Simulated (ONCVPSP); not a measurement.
## Which change was made? (Fe, ONCV)

ONCVPSP 4.0.1 input, shortened (lines: element, Z, core and valence counts, functional; n l f; lmax; l rc ep ncon nbas qcut; lloc lpopt rc5 dvloc0; l nproj debl; icmod fcfact rcfact), PBE, scalar-relativistic:

```
  Fe 26.00    3    4        4      upf
    1    0    2.00
    2    0    2.00
    2    1    6.00
    3    0    2.00
    3    1    6.00
    3    2    6.00
    4    0    2.00
    2
    0    1.10    0.00    5    9    8.40
    1    1.15    0.00    4    8   14.60
    2    1.25    0.00    4    8   12.40
    4    4    0.75    2.00
    0    2    0.90
    1    1    0.90
    2    1    3.20
    3    4.50    1.45
```

Cutoffs, loose and tight: the cutoffs (Ha) at which the residual kinetic energy of the hardest occupied pseudo-wave falls to 1 and 0.1 mHa per electron. They do not see the model core or the augmentation charge, which bear on the density cutoff. Test errors are all-electron minus pseudo excitation energies from the reference, over the configurations 3s2 3p6 3d6 4s1; 3s2 3p6 3d6 4s0; 3s2 3p6 3d5 4s0; 3s2 3p6 3d7 4s1; variants that change the core or the reference have their own tests.

The base gives: outcome: generated; cutoff, loose: 69 Ha; cutoff, tight: 176 Ha; bound ghosts: none; GHOST(+) flags above zero: none; largest test error (meV): -6.1.

(1) After one change the result is: outcome: generated; cutoff, loose: 59 Ha; cutoff, tight: 68 Ha; bound ghosts: p; GHOST(+) flags above zero: s; largest test error (meV): -299. Which change was it?
A. s: nproj 4
B. all radii but the core radius scaled by about 1.24 (s 1.36, p 1.42, d 1.56 bohr); local potential polynomial inside 0.94 bohr (lpopt 4, dvloc0 2 Ha)
C. core [Ar], valence charge 8; reference 3d6 4s2; waves now 4s: rc 2.20 bohr, ncon 4, nbas 9, qcut 2.8 1/bohr, 3 projectors, debl 1.8 Ha; p scattering state at 0.35 Ha: rc 1.85 bohr, ncon 5, nbas 9, qcut 5.3 1/bohr, 3 projectors, debl 3.9 Ha; 3d: rc 1.40 bohr, ncon 3, nbas 8, qcut 13.6 1/bohr, 2 projectors, debl 2.3 Ha; local potential polynomial inside 1.35 bohr (lpopt 5, dvloc0 0 Ha)

## Answers

(1) C. The others give: s: nproj 4 → outcome: generated, misses its reference levels by 0.20 eV; cutoff, loose: 69 Ha; cutoff, tight: 176 Ha; bound ghosts: s; GHOST(+) flags above zero: s; largest test error (meV): -4.4 | all radii but the core radius scaled by about 1.24 (s 1.36, p 1.42, d 1.56 bohr); local potential polynomial inside 0.94 bohr (lpopt 4, dvloc0 2 Ha) → outcome: generated; cutoff, loose: 50 Ha; cutoff, tight: 57 Ha; bound ghosts: none; GHOST(+) flags above zero: none; largest test error (meV): -9.9.
